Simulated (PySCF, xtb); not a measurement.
GeH2ClBr, SMILES [Br][GeH2][Cl].

Harmonic wavenumbers (cm⁻¹) from GFN2-xTB run with xtb 6.7.1 at its own minimum, in rising order: 119, 292, 382, 434, 591, 671, 789, 1850, 1899.

### Question
What does PySCF with r2SCAN-D4/def2-SVP give at its own minimum? (The exact figures need the calculation; the answer reports its results.)

### Answer
126, 311, 429, 502, 649, 779, 853, 2179, 2198. Paired by order, the mean absolute difference is 111 cm⁻¹ and the zero-point energies are 10.0 and 11.5 kcal/mol.
